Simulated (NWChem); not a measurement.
Molecule: SiHOBrCl2; SMILES O[Si](Cl)(Cl)Br

```xyz
6

O      0.1552    -0.7244    -1.9143
Si     0.0219    -0.4741    -0.3030
Cl    -1.7098    -1.2834     0.4302
Cl     1.6218    -1.3877     0.5563
Br     0.0299     1.6770     0.1783
H     -0.5243    -0.3549    -2.4882
```
Atoms are numbered in this order, from 1.

Computed with NWChem. Coordinates come from a PBE0/def2-SVP optimisation. Level: PBE/def2-SVP with SMD (1 M gas to 1 M solution), gas-phase geometry. Reactions with the solvent are ignored.

For solvent water:

```yaml
cavity-dispersion-structure term (kcal/mol): 1.0
dipole in solution (D): 2.29
```

How do the values read with solvent cyclohexane instead?

The cavity-dispersion-structure term (kcal/mol) is -3.8. The dipole in solution (D) is 1.93.
